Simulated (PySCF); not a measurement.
Species: [GeF5]- (charge -1).
Bonds: Ge1–F2, Ge1–F3, Ge1–F4, Ge1–F5, Ge1–F6.

Method used: PySCF, PBE0-D3(BJ)/def2-SVP geometry optimisation, gas phase.

Problem. How far are the bound atoms from Ge1?

Solution. 5 atoms: F5 1.752 Å, F6 1.752 Å, F4 1.753 Å, F3 1.774 Å, F2 1.775 Å.

Problem. List the angles at Ge1.

Solution. 
```json
{"angle": "F2–Ge1–F3", "degrees": "179.9", "distance of the outer atoms (Å)": "3.55"}
{"angle": "F4–Ge1–F6", "degrees": "120.1", "distance of the outer atoms (Å)": "3.04"}
{"angle": "F4–Ge1–F5", "degrees": "120.0", "distance of the outer atoms (Å)": "3.03"}
{"angle": "F5–Ge1–F6", "degrees": "119.9", "distance of the outer atoms (Å)": "3.03"}
{"angle": "F2–Ge1–F6", "degrees": "90.2", "distance of the outer atoms (Å)": "2.50"}
{"angle": "F3–Ge1–F5", "degrees": "90.0", "distance of the outer atoms (Å)": "2.49"}
{"angle": "F2–Ge1–F5", "degrees": "90.0", "distance of the outer atoms (Å)": "2.49"}
{"angle": "F2–Ge1–F4", "degrees": "90.0", "distance of the outer atoms (Å)": "2.49"}
{"angle": "F3–Ge1–F6", "degrees": "90.0", "distance of the outer atoms (Å)": "2.49"}
{"angle": "F3–Ge1–F4", "degrees": "89.9", "distance of the outer atoms (Å)": "2.49"}
```

Problem. What is the shape at Ge1?

Solution. Trigonal bipyramidal: τ5 = (β − α)/60° = 1.00 from the two widest angles, 179.9° and 120.1° (0 for a square pyramid, 1 for a trigonal bipyramid). The Ge–F distances aren't all alike: 1.752 to 1.775 Å.

Problem. What are the rotational constants (commonest isotopes, rigid rotor)?

Solution. A = 2887, B = 2441, C = 2438 MHz: a prolate symmetric top.

Point group: D3h (tolerance 0.08 Å). Charge -1, singlet. The geometry's basis has no diffuse functions, a weakness for an anion. Not checked by PBE0-D3(BJ)/def2-SVP frequencies.
